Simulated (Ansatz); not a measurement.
System: ZrF, net charge 0, quartet state. The spin state was set by rule; other spins were not relaxed. 
Coordinates optimised at B3LYP-D3(BJ)/def2-TZVP (Ansatz, a quantum-chemistry and plane-wave program):
SMILES: [F][Zr]
```xyz
2

Zr     0.0000     0.0000    -0.3501
F      0.0000     0.0000     1.5561
```
Charge 0, spin multiplicity 4.

Total electronic energies in hartree. Valence correlation only, unless marked. Open shells are spin-unrestricted. No spin-orbit coupling. Frozen are the shells of the preceding noble gas and the d and f shells that filled before the atom's block. In def2 rows, elements after Kr have scalar-relativistic effective core potentials. CBS marks a two-point X^-3 extrapolation of the correlation energy; Hartree-Fock from the larger set. [CCSD(T)-MP2]/basis is that difference in the basis named.

| level | program | energy (Eh) |
|---|---|---|
| HF/def2-SVPD | Ansatz | -145.89889 |
| BLYP-D4/def2-TZVPD | Ansatz + dftd4 | [?] |
| CAM-B3LYP-D3(BJ)/def2-TZVPD | Ansatz + dftd3 | [?] |
| LC-wPBE-D4/def2-TZVPD | Ansatz + dftd4 | -146.85717 |
| B2GP-PLYP/def2-TZVPD | Ansatz | -146.63474 |
| RI-MP2/def2-TZVPP | Ansatz | -146.33357 |
| SCS-MP2/def2-QZVPP | Ansatz | -146.34909 |
| RI-MP2/CBS(def2-TZVPP,def2-QZVPP)+[CCSD(T)-MP2]/def2-TZVPP | Ansatz | -146.4003 |
| CCSD(T)/CBS(def2-TZVPPD,def2-QZVPPD) | Ansatz | -146.3990 |

Problem. Complete the blanks.

Solution. 
- BLYP-D4/def2-TZVPD, energy (Eh): -146.87089
- CAM-B3LYP-D3(BJ)/def2-TZVPD, energy (Eh): -146.83524
